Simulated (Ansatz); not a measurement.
Reaction (formal exchange of groups at a C–C bond): `CCCC1CCCCC1` + CH₄ → `CCC1CCCCC1` + ethane

Computed with Ansatz on PBE0-D4/def2-TZVP structures; ΔE is electronic, products minus reactants. CCSD(T)/CBS adds triple-zeta CCSD(T) − MP2 to the extrapolated MP2 energy (def2 sets, frozen cores). This one scheme is used for every species. Functionals use def2-TZVPP. One conformer a species, not always the lowest.

```
             level  ΔE (kJ/mol)  difference from CCSD(T)/CBS
            PBE-D4          1.3                         -1.6
           ωB97X-V          1.6                         -1.3
            B2PLYP         -1.9                         -4.8
            r2SCAN         -0.7                         -3.6
              PBE0         -3.5                         -6.4
    MP2/def2-TZVPP          4.6                          1.7
SCS-MP2/def2-TZVPP          2.0                         -0.9
   CCSD/def2-TZVPP          1.3                         -1.6
SCS-MP2/def2-QZVPP          1.8                         -1.1
    CCSD/CBS(def2)          1.1                         -1.8
       CCSD(T)/CBS          2.9                            0
```

Largest T1 diagnostic among the species: 0.009.

The D4 term adds +7.4 kJ/mol with B3LYP and +4.6 kJ/mol with PBE0; it sums over pairs of atoms, weighted by their polarisabilities, and B3LYP, whose exchange is more repulsive, gets the larger term. In def2-TZVPP, CCSD(T) changes the Hartree–Fock value by +11.4 kJ/mol (the triples alone add +1.8 kJ/mol) and MP2 by +12.9 kJ/mol.

B3LYP here is the variant with VWN-RPA as its local correlation; programs differ in this.
